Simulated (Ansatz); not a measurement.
The cluster Na₆Pt⁻, relaxed as a doublet with UKS PBE0-D4/def2-SVPD in Ansatz, starting from the GFN2-xTB geometry. Force threshold 0.02 eV/Å.

In the def2 sets Pt takes a core potential; there is no spin–orbit coupling. The charge -1 doublet is spin-contaminated (final ⟨S²⟩ up to 1.03, 0.75 for a pure state). The relaxation made no stability test and no search for a lower SCF solution. No other spin state of charge -1 was run. The structure comes from a short search, and lower isomers may exist.

Start:

```xyz
7

Pt   -0.933    1.069    1.175
Na   -1.870   -1.503    1.700
Na    1.167   -0.922    2.073
Na    1.714    1.924    0.153
Na    0.949   -2.500   -0.885
Na   -0.958    2.390   -1.320
Na   -0.068   -0.458   -2.896
```

```tsv
step	energy (eV)	largest force component (eV/Å)	SCF passes
1	-29721.5526	0.602	38
2	-29721.7371	0.436	54
3	-29721.9139	0.187	52
4	-29722.0284	0.136	47
5	-29722.1427	0.135	46
6	-29722.2218	0.158	53
7	-29722.3114	0.118	58
8	-29722.3551	1.055	64
9	-29722.3679	0.326	52
10	-29722.4953	0.378	56
11	-29722.5993	0.188	55
12 (rejected)	-29722.5938	0.227	64
13	-29722.6202	0.159	54
14	-29722.6356	0.062	61
15	-29722.6383	0.034	58
16 (rejected)	-29722.6049	0.400	53
17	-29722.6404	0.038	56
18	-29722.6408	0.030	54
19 (rejected)	-29722.6371	0.624	54
20	-29722.6409	0.028	54
21	-29722.6412	0.015	53
```

Force components are those of the run's own axes.

End:

```xyz
7

Pt   -0.273    0.116    0.351
Na   -2.259   -1.806    0.278
Na    1.193    0.077    2.666
Na    2.066    1.355   -0.521
Na    1.194   -2.221   -0.030
Na   -1.181    2.634   -0.339
Na   -0.740   -0.155   -2.404
```

Bonds lost: Na2–Na3 (atoms count from 1). Bonds formed: Pt1–Na5, Pt1–Na7, Na2–Na7, Na4–Na5, Na4–Na7 (atoms count from 1). The end is the same structure that another start reached, the lowest one found.

No frequencies were taken in this run, so the end may be a saddle point.

Run time 3.8 min (4 threads of Arm Neoverse V2 on a shared host), peak host memory 0.6 GiB.
